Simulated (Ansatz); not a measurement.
`[C-]#[N+]c1ccccc1`, relaxed with RKS PBE0-D4/def2-TZVP in Ansatz from a PBE-D4/def2-SVP geometry. The force threshold is 0.005 eV/Å; the program also tests the step.

The species carries charge 0 and has multiplicity 1.

Start:

```xyz
13

C     3.011   -0.496    1.990
N     2.027   -0.341    1.338
C     0.885   -0.150    0.584
C     0.029    0.935    0.872
C    -1.126    1.122    0.103
C    -1.432    0.240   -0.946
C    -0.577   -0.838   -1.227
C     0.583   -1.040   -0.468
H     0.284    1.616    1.696
H    -1.793    1.968    0.327
H    -2.341    0.393   -1.546
H    -0.814   -1.531   -2.048
H     1.263   -1.878   -0.675
```

By how much does the energy fall, and how many steps does the optimiser take? (An estimate is asked.)

The calculation gave: 9.63 kJ/mol, in 5 steps, 1 of them rejected.

Which bonds change most? (Best estimate.)

The calculation gave: C1–N2 from 1.191 to 1.168 Å; C3–C4 from 1.411 to 1.391 Å; C3–C8 from 1.411 to 1.391 Å; C5–C6 from 1.405 to 1.388 Å.

Give the relaxed structure. (An estimate is asked.)

Computed: 
```xyz
13

C     2.973   -0.496    1.963
N     2.008   -0.336    1.326
C     0.870   -0.146    0.574
C     0.029    0.924    0.861
C    -1.113    1.109    0.101
C    -1.415    0.237   -0.934
C    -0.570   -0.828   -1.213
C     0.576   -1.026   -0.462
H     0.280    1.595    1.673
H    -1.771    1.941    0.321
H    -2.311    0.386   -1.526
H    -0.803   -1.511   -2.021
H     1.247   -1.851   -0.664
```
